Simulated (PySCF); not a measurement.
This PySCF input asks for the NMR shieldings of `BOB(OB)c1cccs1`, C₄H₇B₃O₂S; the geometry comes from GFN2-xTB.

```python
import basis_set_exchange as bse
import numpy as np
from pyscf import gto, dft
from pyscf.prop import nmr

atoms = """
B    -1.421901    2.587205   -0.691539
O    -1.176182    1.375419   -0.292939
B    -0.906846    0.126732    0.081354
O    -1.893353   -0.749434    0.243593
B    -2.850277   -1.616861    0.386820
C     0.584375   -0.293607    0.332735
C     1.711599    0.477999    0.232745
C     2.905402   -0.211910    0.523662
C     2.681699   -1.513379    0.845081
S     1.012237   -1.912466    0.798907
H    -1.621301    3.435016    0.107107
H    -1.429760    2.833641   -1.848000
H    -3.373934   -1.738176    1.439106
H    -3.181603   -2.279250   -0.534172
H     1.673435    1.517429   -0.044548
H     3.881125    0.239636    0.495587
H     3.398286   -2.265963    1.107871
"""
names = dict.fromkeys(["B", "O", "C", "S", "H"], "pcSseg-1")
basis = {el: gto.basis.parse(bse.get_basis(n, elements=[el], fmt="nwchem")) for el, n in names.items()}
mol = gto.M(atom=atoms, basis=basis, charge=0, verbose=0)
mf = dft.RKS(mol, xc="PBE0")
mf.grids.level = 2
mf.grids.alignment = dft.numint.BLKSIZE   # the property module wants whole blocks of grid points
mf.conv_tol = 1e-9
mf.kernel()

calc = nmr.RKS(mf)   # GIAO
C = mf.mo_coeff
Co = C[:, mf.mo_occ > 0]
resp = mf.gen_response(singlet=True, hermi=2)
def vind(x):   # induced exchange potential for any number of trial vectors
    d = np.einsum("pi,xij,qj->xpq", C, 2 * x.reshape(-1, C.shape[1], Co.shape[1]), Co, optimize=True)
    return np.einsum("xpq,pi,qj->xij", resp(d - d.transpose(0, 2, 1)), C, Co, optimize=True).ravel()
mo1, _ = nmr.rhf.solve_mo1(calc, with_cphf=vind)
sigma = calc.kernel(mo1)
for i, s in enumerate(sigma):   # ppm
    print("%2d %-2s %9.2f" % (i, mol.atom_pure_symbol(i), np.trace(s) / 3))
```

Q: What are the results?

A: 
```
 0 B      58.36
 1 O      76.13
 2 B      84.01
 3 O      75.35
 4 B      58.21
 5 C      43.32
 6 C      44.48
 7 C      54.33
 8 C      43.33
 9 S     245.12
10 H      26.07
11 H      26.06
12 H      26.10
13 H      26.10
14 H      24.03
15 H      24.31
16 H      24.06
```

These numbers come from an equivalent density-fitted implementation of the same equations, which agrees with the script to about 0.01 ppm for H and up to a few tenths of a ppm for heavy atoms, so last digits may differ.

Size and cost of the density-fitted run: 212 basis functions, 78 s wall time on 1 thread of an Arm Neoverse N1, shared host; peak memory 0.95 GiB.
